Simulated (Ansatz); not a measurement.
Born–Oppenheimer molecular dynamics of H4O4Si (9 atoms, charge 0, multiplicity 1). It starts from a relaxed structure.

Theory: Ansatz 0.2.0, RKS PBE0-D4/def2-SVP.

| Item | Value |
| --- | --- |
| ensemble | NVE (Milne-controlled integrator) |
| time step | 0.5 fs |
| steps asked | 100 |
| starting velocities drawn for | 1500 K |
| seed | 996915 |

Frames 0.5 fs apart, positions in Å, forces in eV/Å.

Velocities at 0.0 fs (Å/ps):

```
Si -12.71 -4.28 4.41
O 0.52 0.02 -1.95
H 18.54 -42.61 19.23
O 11.29 0.73 -5.40
H -13.43 32.02 -40.33
O 0.69 -0.52 -7.94
H 37.19 22.19 57.12
O 6.38 2.10 5.64
H 12.16 70.42 -5.80
```

```xyz
9
Properties=species:S:1:pos:R:3:forces:R:3 time_fs=0.0 energy_less_start_eV=0.000 T=1500
Si -0.221 -0.214 0.087 0.00 0.00 0.00
O -0.266 -0.388 1.725 0.00 0.00 0.00
H -0.355 0.431 2.220 0.00 0.00 0.00
O 1.252 0.128 -0.567 0.00 0.00 0.00
H 1.811 -0.636 -0.738 0.00 0.00 0.00
O -1.193 1.069 -0.266 0.00 0.00 0.00
H -1.020 1.494 -1.112 0.00 0.00 0.00
O -0.677 -1.666 -0.545 0.00 0.00 0.00
H -1.333 -2.148 -0.031 0.00 0.00 0.00
9
Properties=species:S:1:pos:R:3:forces:R:3 time_fs=0.5 energy_less_start_eV=0.043 T=1454
Si -0.227 -0.216 0.089 0.56 0.30 -0.21
O -0.266 -0.388 1.724 0.03 -0.65 -0.32
H -0.346 0.410 2.230 -0.06 0.62 0.37
O 1.258 0.129 -0.570 -0.90 0.68 0.34
H 1.804 -0.620 -0.758 0.52 -0.74 -0.17
O -1.192 1.069 -0.270 -0.23 -0.53 0.98
H -1.002 1.505 -1.083 0.22 0.53 -0.98
O -0.674 -1.665 -0.542 0.76 0.51 -0.65
H -1.326 -2.112 -0.034 -0.90 -0.71 0.64
9
Properties=species:S:1:pos:R:3:forces:R:3 time_fs=1.0 energy_less_start_eV=0.145 T=1340
Si -0.234 -0.218 0.091 1.10 0.60 -0.41
O -0.266 -0.388 1.723 0.05 -1.22 -0.61
H -0.337 0.390 2.240 -0.11 1.15 0.71
O 1.264 0.129 -0.572 -1.69 1.28 0.69
H 1.799 -0.606 -0.778 0.97 -1.39 -0.36
O -1.192 1.069 -0.274 -0.49 -1.03 1.80
H -0.983 1.517 -1.057 0.46 1.02 -1.80
O -0.671 -1.664 -0.539 1.45 0.90 -1.25
H -1.323 -2.079 -0.035 -1.75 -1.31 1.22
9
Properties=species:S:1:pos:R:3:forces:R:3 time_fs=1.5 energy_less_start_eV=0.250 T=1223
Si -0.240 -0.221 0.093 1.62 0.90 -0.58
O -0.266 -0.388 1.722 0.05 -1.59 -0.79
H -0.328 0.374 2.253 -0.13 1.49 0.94
O 1.269 0.130 -0.575 -2.28 1.68 1.00
H 1.796 -0.595 -0.800 1.25 -1.83 -0.51
O -1.192 1.068 -0.277 -0.72 -1.37 2.27
H -0.962 1.532 -1.036 0.66 1.36 -2.26
O -0.667 -1.663 -0.537 1.89 1.03 -1.66
H -1.323 -2.049 -0.033 -2.33 -1.68 1.60
9
Properties=species:S:1:pos:R:3:forces:R:3 time_fs=2.0 energy_less_start_eV=0.302 T=1166
Si -0.246 -0.223 0.095 2.11 1.19 -0.75
O -0.265 -0.389 1.720 0.01 -1.70 -0.79
H -0.320 0.360 2.267 -0.12 1.56 1.00
O 1.274 0.131 -0.577 -2.59 1.77 1.19
H 1.796 -0.589 -0.823 1.28 -1.93 -0.58
O -1.192 1.067 -0.281 -0.83 -1.42 2.25
H -0.940 1.550 -1.019 0.74 1.42 -2.23
O -0.664 -1.661 -0.534 1.87 0.86 -1.73
H -1.329 -2.023 -0.027 -2.47 -1.74 1.64
9
Properties=species:S:1:pos:R:3:forces:R:3 time_fs=2.5 energy_less_start_eV=0.289 T=1180
Si -0.252 -0.224 0.097 2.56 1.46 -0.89
O -0.265 -0.390 1.719 -0.03 -1.55 -0.57
H -0.311 0.351 2.284 -0.09 1.37 0.85
O 1.278 0.132 -0.580 -2.60 1.50 1.25
H 1.799 -0.587 -0.847 1.06 -1.69 -0.52
O -1.192 1.066 -0.283 -0.79 -1.13 1.78
H -0.917 1.572 -1.008 0.65 1.15 -1.75
O -0.660 -1.660 -0.532 1.37 0.42 -1.45
H -1.341 -2.001 -0.018 -2.12 -1.54 1.31
9
Properties=species:S:1:pos:R:3:forces:R:3 time_fs=3.0 energy_less_start_eV=0.253 T=1221
Si -0.257 -0.226 0.099 2.97 1.73 -1.03
O -0.265 -0.391 1.718 -0.09 -1.18 -0.15
H -0.303 0.344 2.303 -0.06 0.96 0.52
O 1.282 0.133 -0.582 -2.37 0.97 1.16
H 1.804 -0.589 -0.872 0.63 -1.16 -0.33
O -1.192 1.065 -0.286 -0.61 -0.58 1.01
H -0.892 1.596 -1.002 0.41 0.63 -0.99
O -0.655 -1.658 -0.530 0.49 -0.18 -0.92
H -1.358 -1.982 -0.006 -1.38 -1.18 0.71
9
Properties=species:S:1:pos:R:3:forces:R:3 time_fs=3.5 energy_less_start_eV=0.252 T=1221
Si -0.263 -0.228 0.101 3.34 1.96 -1.14
O -0.264 -0.392 1.716 -0.13 -0.70 0.39
H -0.295 0.340 2.323 -0.03 0.44 0.07
O 1.286 0.135 -0.583 -2.01 0.31 0.97
H 1.811 -0.594 -0.898 0.10 -0.50 -0.05
O -1.192 1.064 -0.288 -0.34 0.09 0.18
H -0.866 1.622 -0.997 0.08 -0.02 -0.15
O -0.651 -1.657 -0.529 -0.53 -0.79 -0.29
H -1.378 -1.967 0.009 -0.48 -0.79 0.02
9
Properties=species:S:1:pos:R:3:forces:R:3 time_fs=4.0 energy_less_start_eV=0.318 T=1148
Si -0.268 -0.229 0.103 3.67 2.18 -1.25
O -0.264 -0.393 1.715 -0.17 -0.22 0.96
H -0.288 0.337 2.344 -0.01 -0.08 -0.41
O 1.290 0.136 -0.585 -1.64 -0.34 0.74
H 1.819 -0.600 -0.924 -0.41 0.15 0.26
O -1.192 1.063 -0.291 -0.05 0.76 -0.56
H -0.839 1.647 -0.993 -0.27 -0.66 0.59
O -0.647 -1.655 -0.527 -1.51 -1.33 0.28
H -1.400 -1.953 0.023 0.39 -0.47 -0.63
9
Properties=species:S:1:pos:R:3:forces:R:3 time_fs=4.5 energy_less_start_eV=0.446 T=1007
Si -0.273 -0.230 0.105 3.96 2.37 -1.33
O -0.264 -0.395 1.714 -0.18 0.20 1.49
H -0.280 0.334 2.363 -0.01 -0.52 -0.85
O 1.293 0.138 -0.587 -1.32 -0.90 0.50
H 1.825 -0.606 -0.950 -0.85 0.72 0.57
O -1.192 1.062 -0.293 0.22 1.34 -1.12
H -0.814 1.671 -0.987 -0.59 -1.22 1.16
O -0.642 -1.654 -0.525 -2.33 -1.75 0.73
H -1.420 -1.941 0.035 1.11 -0.24 -1.15
9
Properties=species:S:1:pos:R:3:forces:R:3 time_fs=5.0 energy_less_start_eV=0.601 T=835
Si -0.277 -0.231 0.106 4.21 2.54 -1.41
O -0.264 -0.396 1.712 -0.19 0.50 1.92
H -0.272 0.329 2.380 -0.01 -0.85 -1.21
O 1.296 0.139 -0.588 -1.10 -1.32 0.31
H 1.829 -0.610 -0.974 -1.18 1.14 0.82
O -1.193 1.061 -0.296 0.43 1.78 -1.50
H -0.789 1.692 -0.979 -0.85 -1.64 1.53
O -0.639 -1.653 -0.524 -2.95 -2.06 1.04
H -1.438 -1.929 0.045 1.64 -0.10 -1.52
9
Properties=species:S:1:pos:R:3:forces:R:3 time_fs=5.5 energy_less_start_eV=0.743 T=679
Si -0.281 -0.232 0.108 4.43 2.69 -1.47
O -0.264 -0.397 1.712 -0.19 0.67 2.22
H -0.264 0.323 2.395 -0.02 -1.04 -1.44
O 1.299 0.141 -0.590 -0.99 -1.59 0.18
H 1.830 -0.612 -0.996 -1.39 1.40 1.02
O -1.193 1.060 -0.299 0.58 2.07 -1.69
H -0.767 1.710 -0.967 -1.04 -1.91 1.72
O -0.636 -1.652 -0.522 -3.36 -2.25 1.22
H -1.452 -1.917 0.052 1.98 -0.05 -1.75
```

Of the whole run (50 fs, mean temperature of the second half 618 K): The conserved energy stayed within 0.16 meV per atom of its start (net change 0.0019 meV per atom), so the integration is sound. A run of 0.05 ps of so small a system gives no equilibrium averages.

The run took 2.6 min on 2 threads of Arm Neoverse V2, on a shared host, peak memory 0.18 GiB.
